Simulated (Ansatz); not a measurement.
Gas-phase electronic energies from Ansatz, PBE0-D4/def2-TZVP geometries. CCSD(T)/CBS is the MP2 limit (def2-TZVPP, def2-QZVPP) plus CCSD(T) − MP2 in def2-TZVPP, frozen cores. This one scheme is used for every species. DFT in def2-TZVPP. B3LYP here is the variant with VWN-RPA as its local correlation; programs differ in this. One conformer a species, not always the lowest.

Reaction (substitution at a C–Si bond): `FC[SiH]([SiH3])[SiH3]` + `C=N` → `C=NCF` + `[SiH3][SiH2][SiH3]`

`FC[SiH]([SiH3])[SiH3]`:

```xyz
14

F    -0.241    2.401   -0.183
C    -1.137    1.440   -0.641
Si   -0.478   -0.307   -0.249
Si   -0.257   -0.588    2.064
Si    1.562   -0.665   -1.337
H    -2.103    1.617   -0.157
H    -1.267    1.582   -1.719
H    -1.494   -1.270   -0.770
H     0.128   -1.993    2.363
H     0.796    0.318    2.594
H    -1.542   -0.287    2.753
H     2.606    0.240   -0.787
H     1.997   -2.074   -1.134
H     1.428   -0.413   -2.798
```

`C=N`:

Cartesian coordinates in Å:
```
C -0.027 -0.249 0.299
N -0.246 0.097 -0.893
H 0.519 0.352 1.036
H -0.400 -1.215 0.644
H 0.154 1.016 -1.086
```

`C=NCF`:

Cartesian coordinates in Å:
```
C 0.118 -0.325 -1.258
N -0.049 -0.772 -0.093
C -0.107 0.108 1.010
F 0.034 1.452 0.699
H 0.157 -1.034 -2.084
H 0.227 0.737 -1.487
H 0.694 -0.152 1.708
H -1.075 -0.013 1.505
```

`[SiH3][SiH2][SiH3]`:

```xyz
11

Si    1.307    1.394   -0.397
Si    0.569   -0.795   -0.037
Si   -1.724   -0.812    0.424
H     2.764    1.431   -0.693
H     1.044    2.219    0.813
H     0.572    1.991   -1.545
H     1.313   -1.392    1.108
H     0.842   -1.621   -1.247
H    -2.471   -0.225   -0.722
H    -1.999    0.006    1.636
H    -2.217   -2.195    0.658
```

```csv
level,ΔE (kJ/mol),difference from CCSD(T)/CBS
PBE0-D4,-6.6,-4.9
B3LYP-D4,-4.1,-2.4
B2PLYP,-7.0,-5.3
r2SCAN,-10.0,-8.3
PBE0,-9.6,-7.9
B3LYP,-8.8,-7.1
SCS-MP2/def2-TZVPP,-4.8,-3.1
HF/def2-QZVPP,-12.7,-11.0
SCS-MP2/def2-QZVPP,-3.2,-1.5
MP2/CBS(def2),-1.6,0.1
CCSD(T)/CBS,-1.7,0
```

Largest T1 diagnostic among the species: 0.013.

The D4 term adds +4.7 kJ/mol with B3LYP and +3.0 kJ/mol with PBE0; it sums over pairs of atoms, weighted by their polarisabilities, and B3LYP, whose exchange is more repulsive, gets the larger term. In def2-TZVPP, CCSD(T) changes the Hartree–Fock value by +8.4 kJ/mol (the triples alone add +0.3 kJ/mol) and MP2 by +8.5 kJ/mol.
